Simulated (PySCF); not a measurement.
BeClHS. Atoms are numbered in the order given.

```xyz
4

Be     0.0242    -0.0432     0.0000
Cl    -0.0042    -1.8514     0.0000
S      0.0777     1.8577     0.0000
H     -1.2676     1.9229     0.0000
```
Charge 0, spin multiplicity 1.

Geometry optimised at r2SCAN-D4/def2-TZVP. One conformer was computed; it need not be the lowest.

All values below come from PBE0/def2-TZVPD (PySCF).

The molecule is in vacuum.

Estimate the frontier levels, gap, dipole moment and polarisability. (The exact figures need the calculation; the answer reports its results.)


```json
{
 "highest_occupied_level": "-7.95 eV",
 "lowest_empty_level": "-0.75 eV",
 "orbital_gap": "7.19 eV",
 "dipole_moment": "0.80 D",
 "quadrupole, principal values (traceless, Buckingham form, about the centre of nuclear charge)": "-6.18, -0.06, 6.24 D·Å",
 "mean_static_polarisability": "50.5 bohr³ (7.48 Å³)",
 "polarisability_principal_values": "43.0, 43.3, 65.2 bohr³"
}
```
